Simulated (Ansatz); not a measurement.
Geometry optimisation, RKS BHLYP-D4/def2-SVP in Ansatz.

Input:

```yaml
crystal:
  periodic: [false, false, false]
  atoms:
    - { symbol: B, position_ang: [0.10375, 0.555726, -0.171432] }
    - { symbol: F, position_ang: [-0.226716, -0.582685, 2.059652] }
    - { symbol: O, position_ang: [1.340526, 0.09749, -0.389815] }
    - { symbol: H, position_ang: [1.359509, -0.786433, -0.748897] }
    - { symbol: H, position_ang: [-0.891952, -0.005478, -0.516249] }
    - { symbol: S, position_ang: [-0.087895, 2.254461, 0.576559] }
    - { symbol: H, position_ang: [1.227066, 2.465584, 0.751875] }
    - { symbol: H, position_ang: [-0.313489, 0.306834, 2.275407] }
basis:
  gaussian: { orbitals: def2-SVP }
hamiltonian:
  xc: { name: BHLYP }
  dispersion: d4
relax:
  f_tol: 0.03
  max_steps: 50
```

Command:

```bash
$ ansatz run input.yaml --threads 1 --pin off --max-ram 2048MiB --backend cpu --events-out ev --progress --plain --runs-dir out
```

Where does it end, and by what steps?

The run converged. After 11 steps the energy has fallen by 0.072 eV; F2 moved furthest, 0.36 Å.

| step | energy less start (eV) | largest force component (eV/Å) | accepted |
| --- | --- | --- | --- |
| 0 | 0.0000 | 0.819 | yes |
| 1 | 0.0055 | 2.281 | no |
| 2 | -0.0428 | 0.629 | yes |
| 3 | -0.0584 | 0.683 | yes |
| 4 | -0.0584 | 0.834 | no |
| 5 | -0.0662 | 0.422 | yes |
| 6 | -0.0712 | 0.227 | yes |
| 7 | -0.0720 | 0.072 | yes |
| 8 | -0.0721 | 0.050 | yes |
| 9 | -0.0724 | 0.103 | yes |
| 10 | -0.0725 | 0.047 | yes |
| 11 | -0.0725 | 0.027 | yes |

```xyz
8
Properties=species:S:1:pos:R:3
B 0.128 0.546 -0.253
F -0.288 -0.488 2.398
O 1.366 0.102 -0.488
H 1.401 -0.744 -0.928
H -0.865 -0.013 -0.616
S -0.103 2.116 0.640
H 1.199 2.370 0.851
H -0.327 0.418 2.233
```

Time of the run: 33 s on 1 thread of Arm Neoverse V2, on a shared host, peak memory 0.16 GiB.
